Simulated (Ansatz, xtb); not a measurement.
Two conformers of AlClFH3OSi

Structure a is `F[SiH2][O][AlH][Cl]`, a singlet and structure b is `F[SiH2][O][AlH][Cl]`, a singlet. Both are isolated molecules in the gas phase, relaxed with PBE0-D3(BJ)/def2-SVP.

a (Å):

```csv
atom,x (Å),y (Å),z (Å)
Al,-0.3882,1.4665,-0.6588
Cl,-2.1459,1.2826,-1.7804
F,0.7835,-2.2190,-1.5209
O,0.4365,0.0571,-0.2048
Si,0.9760,-1.4826,-0.0903
H,0.1782,-2.2326,0.9131
H,2.4289,-1.4850,0.2157
H,0.1520,2.8705,-0.2247
```

b (Å):

```xyz
8

Al    1.0818    2.1224   -2.2362
Cl    3.1381    2.5192   -2.2342
F     0.1645   -1.5276   -0.7098
O     0.4698    1.0753   -1.0538
Si    0.1991   -0.0978    0.0524
H     1.3033   -0.1502    1.0446
H    -1.1281    0.1050    0.6860
H     0.1316    2.7938   -3.2835
```

**Question.** Estimate E(b) − E(a) at the level CCSD(T)/def2-SVP + ΔMP2/def2-TZVPP.

**Answer.** Too close to call at this level: CCSD(T)/def2-SVP + ΔMP2/def2-TZVPP gives E(b) − E(a) = −0.01 kJ/mol.

How the difference moves with the method:

```tsv
level	geometry	E(b) − E(a) (kJ/mol)	departure from the last row (kJ/mol)	job, with rough time for the two
PBE0-D3(BJ)/def2-SVP	PBE0-D3(BJ)/def2-SVP	+0.07	+0.09	optimisation, 6.5 min
HF/def2-SVP	PBE0-D3(BJ)/def2-SVP	−0.63	−0.62	part of the CCSD(T) run
MP2/def2-SVP	PBE0-D3(BJ)/def2-SVP	+0.17	+0.19	part of the CCSD(T) run
CCSD(T)/def2-SVP	PBE0-D3(BJ)/def2-SVP	+0.21	+0.22	single point
CCSD(T)/def2-SVP + ΔMP2/def2-TZVPP	PBE0-D3(BJ)/def2-SVP	−0.01		single point, 79 s
```

The largest departure from CCSD(T)/def2-SVP + ΔMP2/def2-TZVPP is that of HF/def2-SVP, 0.62 kJ/mol. A small imaginary or near-zero mode remains, so no thermal terms are given. Levels run at GFN2-xTB geometries aren't shown. The last row adds to CCSD(T) the change of the MP2 difference between the two basis sets, here −0.22 kJ/mol.

The correlated steps freeze 17 core orbitals. Programs: Ansatz 0.2.0; the last row on 1 thread of AMD EPYC (Zen 3) on a shared host.
